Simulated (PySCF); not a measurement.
## Tc²⁺: interval between two levels

Tc²⁺ [Kr] 4d5 [6S5/2, M_J = 5/2] → Tc²⁺ [Kr] 4d4 5s1 [6D9/2, M_J = 9/2], as a difference of total energies. All numbers are calculated (PySCF 2.14, the two-component X2C-1e Hamiltonian, in x2c-SVPall-2c with one added diffuse shell each of s, p, d type (7s9p7d1f, 76 functions)). Correlated levels: [Ar] 3d10 frozen; the 6 highest virtual spinors dropped. "Screened" scales the spin-orbit matrix elements by Boettger's factors to mimic the two-electron term; Breit and QED terms are absent.

```csv
method,interval between two levels (cm⁻¹)
GHF (spin-free),48933
GMP2 (spin-free),48498
GHF (screened spin-orbit),49895
GMP2 (screened spin-orbit),49495
```

The labels give the starting determinants; with spin-orbit coupling the two ends relaxed to ⟨J²⟩ = 8.75, ⟨L²⟩ = 0.02, ⟨S²⟩ = 8.74 and ⟨J²⟩ = 24.76, ⟨L²⟩ = 6.06, ⟨S²⟩ = 8.73.
